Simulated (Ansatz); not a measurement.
Geometry optimisation, RKS B3LYP-D4/def2-SVP (Ansatz 0.2.0).

Input file:

```yaml
crystal:
  periodic: [false, false, false]
  atoms:
    - { symbol: Zr, position_ang: [-0.137142, -0.105087, 0.052275] }
    - { symbol: "N", position_ang: [-0.140746, -0.092858, 2.202264] }
    - { symbol: H, position_ang: [-0.958076, 0.140832, 2.767413] }
    - { symbol: H, position_ang: [0.483263, -0.677039, 2.760261] }
    - { symbol: F, position_ang: [1.67291, -0.111378, -0.534626] }
    - { symbol: Cl, position_ang: [-1.640307, 1.482413, -0.815856] }
    - { symbol: Cl, position_ang: [-0.964788, -2.202632, -0.629045] }
    - { symbol: O, position_ang: [1.214063, 2.548177, 1.369154] }
    - { symbol: H, position_ang: [2.163343, 2.382751, 1.27848] }
    - { symbol: H, position_ang: [0.92628, 1.891721, 2.04998] }
basis:
  gaussian: { orbitals: def2-SVP }
hamiltonian:
  xc: b3lyp
  dispersion: d4
relax:
  f_tol: 0.03
  max_steps: 50
output:
  orbitals: {}
```

Command:

```bash
$ ansatz run input.yaml --threads 4 --pin off --max-ram 5120MiB --backend cpu --events-out ev --progress --plain --runs-dir out
```

Task: Where does it end, and by what steps?

Result: The run converged. After 32 steps the energy has fallen by 0.637 eV; H10 moved furthest, 1.76 Å. Joined: Zr1–O8 (3.26 → 2.31 Å).

| step | energy less start (eV) | largest force component (eV/Å) | accepted |
| --- | --- | --- | --- |
| 0 | 0.0000 | 1.951 | yes |
| 2 | -0.3406 | 1.107 | yes |
| 4 | -0.4748 | 0.757 | yes |
| 6 | -0.5027 | 0.200 | yes |
| 8 | -0.5095 | 0.187 | yes |
| 10 | -0.5169 | 0.181 | yes |
| 12 | -0.5238 | 0.569 | yes |
| 14 | -0.5522 | 0.200 | yes |
| 16 | -0.5620 | 0.946 | no |
| 18 | -0.5831 | 0.193 | yes |
| 20 | -0.5860 | 1.094 | no |
| 22 | -0.6156 | 0.152 | yes |
| 24 | -0.6258 | 0.551 | yes |
| 26 | -0.6323 | 0.126 | yes |
| 28 | -0.6350 | 0.104 | yes |
| 30 | -0.6363 | 0.074 | yes |
| 32 | -0.6367 | 0.027 | yes |

```xyz
10
Properties=species:S:1:pos:R:3
Zr 0.101 0.123 0.556
N -0.372 -0.606 2.366
H -1.281 -0.506 2.818
H 0.218 -1.228 2.918
F 1.991 -0.301 0.601
Cl -1.631 1.837 0.406
Cl -0.622 -1.361 -1.159
O 1.247 2.126 0.548
H 2.185 2.205 0.777
H 0.781 2.967 0.670
```

Whether the end is a true minimum wasn't checked by a vibrational analysis.

Time of the run: 110 s on 4 threads of Arm Neoverse V1 (shared host), peak memory 0.36 GiB.
